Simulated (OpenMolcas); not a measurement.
## Si II: effect of the basis set

```json
{
 "Program": "OpenMolcas",
 "Method": "SS-RASPT2, IPEA 0.25 Eh, imaginary shift 0.1 Eh (closed shells correlated: 2s 2p 3s)",
 "Active space": "1 electron in 9 orbitals (RAS2 3p; RAS3 3d 4s, at most 1 electron)",
 "State averaging": "2S+1 = 2 odd, 3 roots; 2S+1 = 2 even, 6 roots",
 "Spin-orbit coupling": "state interaction with AMFI integrals over the reference wave functions, term energies averaged over their components"
}
```

A. ANO-RCC-VQZP [6s5p3d2f1g], DKH2, point nucleus; CASPT2 step roughly 2.1 core-seconds
B. ANO-R3 [6s5p4d2f1g], X2C, finite nucleus; CASPT2 step about 4 core-seconds
C. ANO-RCC [8s7p5d4f2g], DKH2, point nucleus; CASPT2 step roughly 6 core-seconds

Energies in cm-1 above 3s2 3p 2P* 1/2, the measured ground level; measured values from NIST Handbook of Basic Atomic Spectroscopic Data.

```tsv
Level	A	B	C	Measured
3s2 3p 2P* 1/2	0.0	0.0	0.0	0.0
3s2 3p 2P* 3/2	252	253	252	287
3s2 4s 2S 1/2	65830	77220	65180	65500
3s2 3d 2D 3/2	71150	76850	70390	79338
3s2 3d 2D 5/2	71150	76850	70390	79355
```

Deviations, from unrounded energies. A percentage is the sum of absolute deviations over the sum of measured energies, with the sign that they share, or ± where signs differ.

| Against measurement | Levels | A | B | C |
| --- | --- | --- | --- | --- |
| mean absolute deviation (cm-1) | 4 | 4200 | 4200 | 4600 |
| fine structure of the ground term (%) | 1 | -12.2 | -11.8 | -12.3 |
| other configurations (%) | 3 | ±7.5 | ±7.5 | -8.1 |

A, B lie about equally close to measurement and C furthest from it. The largest miss of B in the table is 3s2 4s 2S 1/2, by +12000 cm-1. The ranking rests on the paired levels alone, and a cruder setting can come out closer through cancelling errors.

The two smallest mean deviations differ by little beside CASPT2's spread within terms, so their order carries little weight.

Among A to C the level of the table that moves most is 3s2 4s 2S 1/2, by 12000 cm-1 (lowest in C, highest in B). Moves below CASPT2's spread within the term are not significant.

CASPT2 breaks the degeneracy within a term, and the mean is taken; among the terms shown or strongly mixed into the levels shown the widest spread is 710 cm-1 (3s2 3d 2D, B). ANO sets are built for valence states and can reach diffuse excited orbitals poorly, and with the s shell closed the s pⁿ⁺¹ terms that mix with these levels are absent. With one active electron, CASPT2 adds the correlation within the correlated inactive shells and between them and that electron, and leaves the splitting within a term as the reference gives it. The CASPT2 spread within a term exceeds the gap to the next term for 3s2 3d 2D and 3s2 4s 2S, so the order of their levels is uncertain (holds for B). Measured partners are found by configuration, term and J. A level has none where our copy of the source lacks it or the pairing is in doubt (some pairs that miss far off the trend of their configuration count as doubtful), and it then counts in no deviation. Levels of configurations outside the active space are missing.

* marks odd parity.
